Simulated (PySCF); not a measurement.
A PySCF script (with the pyscf-properties extension) for the NMR shieldings of SMILES CC(C)[C@@H](C)S(=O)(=O)Cl, C₅H₁₁ClO₂S, on a GFN2-xTB geometry:

```python
import basis_set_exchange as bse
import numpy as np
from pyscf import gto, dft
from pyscf.prop import nmr

atoms = """
C    -1.774711    1.055117    0.541897
C    -0.743119    0.406567   -0.383331
C    -1.179383   -0.999816   -0.784328
C     0.638795    0.415071    0.262934
C     0.907957   -0.580081    1.361776
S     1.812215    0.025343   -1.074767
O     1.604178    0.872906   -2.204452
O     1.949207   -1.378249   -1.296762
Cl    3.571155    0.632915   -0.232070
H    -1.903236    0.469483    1.448786
H    -1.470509    2.061704    0.817984
H    -2.735288    1.114186    0.037617
H    -0.660502    1.015366   -1.290512
H    -2.088940   -0.947853   -1.377686
H    -0.409865   -1.485124   -1.378231
H    -1.384522   -1.607880    0.093572
H     0.915243    1.428866    0.551870
H     0.864466   -1.590291    0.963478
H     1.901296   -0.418289    1.774851
H     0.180416   -0.479262    2.164339
"""
names = dict.fromkeys(["C", "S", "O", "Cl", "H"], "pcSseg-1")
basis = {el: gto.basis.parse(bse.get_basis(n, elements=[el], fmt="nwchem")) for el, n in names.items()}
mol = gto.M(atom=atoms, basis=basis, charge=0, verbose=0)
mf = dft.RKS(mol, xc="PBE0")
mf.grids.level = 2
mf.grids.alignment = dft.numint.BLKSIZE   # the property module wants whole blocks of grid points
mf.conv_tol = 1e-9
mf.kernel()

calc = nmr.RKS(mf)   # GIAO
C = mf.mo_coeff
Co = C[:, mf.mo_occ > 0]
resp = mf.gen_response(singlet=True, hermi=2)
def vind(x):   # induced exchange potential for any number of trial vectors
    d = np.einsum("pi,xij,qj->xpq", C, 2 * x.reshape(-1, C.shape[1], Co.shape[1]), Co, optimize=True)
    return np.einsum("xpq,pi,qj->xij", resp(d - d.transpose(0, 2, 1)), C, Co, optimize=True).ravel()
mo1, _ = nmr.rhf.solve_mo1(calc, with_cphf=vind)
sigma = calc.kernel(mo1)
for i, s in enumerate(sigma):   # ppm
    w = np.linalg.eigvalsh((s + s.T) / 2)
    print("%2d %-2s iso %8.1f  s11 %8.1f  s22 %8.1f  s33 %8.1f" % (i, mol.atom_pure_symbol(i), w.mean(), *w))
```

**Question.** What are the results?

**Answer.** 
```
 0 C  iso    164.9  s11    145.9  s22    158.9  s33    189.8
 1 C  iso    157.3  s11    147.7  s22    159.8  s33    164.3
 2 C  iso    168.8  s11    157.2  s22    163.8  s33    185.4
 3 C  iso    101.7  s11     63.9  s22     89.3  s33    152.0
 4 C  iso    177.8  s11    170.5  s22    176.7  s33    186.0
 5 S  iso    136.3  s11      7.2  s22    109.5  s33    292.1
 6 O  iso     45.3  s11    -45.2  s22     44.7  s33    136.5
 7 O  iso     39.3  s11    -51.1  s22     13.4  s33    155.5
 8 Cl iso    389.3  s11    -11.2  s22    161.3  s33   1017.8
 9 H  iso     30.9  s11     26.6  s22     30.0  s33     36.1
10 H  iso     30.8  s11     26.1  s22     28.3  s33     38.1
11 H  iso     30.5  s11     25.9  s22     27.7  s33     37.7
12 H  iso     29.1  s11     24.3  s22     29.1  s33     33.8
13 H  iso     30.8  s11     26.4  s22     27.8  s33     38.3
14 H  iso     30.2  s11     23.6  s22     31.3  s33     35.6
15 H  iso     31.1  s11     27.4  s22     29.9  s33     36.1
16 H  iso     28.6  s11     25.9  s22     28.9  s33     30.8
17 H  iso     30.1  s11     27.0  s22     28.6  s33     34.6
18 H  iso     30.0  s11     24.5  s22     29.4  s33     36.0
19 H  iso     30.5  s11     25.0  s22     29.4  s33     37.2
```

These numbers come from an equivalent density-fitted implementation of the same equations, which agrees with the script to about 0.01 ppm for H and up to a few tenths of a ppm for heavy atoms, so last digits may differ.

**Question.** Turn these shieldings into chemical shifts. Referencing at the same level of theory: ¹³C (σ = 186.93 ppm) and ¹H (σ = 31.72 ppm) vs TMS; CS2 for ³³S (σ = 503.73 ppm); ¹⁷O (σ = 336.08 ppm) against H2O; HCl for ³⁵Cl (σ = 949.78 ppm).

**Answer.** Averaging equivalent atoms: C 3: 85.2; C 1: 29.7; C 0: 22.0; C 2: 18.1; C 4: 9.2; S 5: 367; O 7: 296.8; O 6: 290.8; Cl 8: 560; H 16: 3.16; H 12: 2.65; H 17/18/19: 1.52; H 13/14/15: 1.02; H 9/10/11: 0.99 ppm. Unscaled 17O shifts of doubly bonded oxygen tend to come out too high, by tens of ppm or more. Experimental scales use liquid or dissolved standards, which lie at an offset from isolated H2O (liquid H2O: subtract about 36 ppm).

Size and cost of the density-fitted run: 222 basis functions, 47 s wall time on 1 thread of an Arm Neoverse V2, shared host; peak memory 1 GiB.
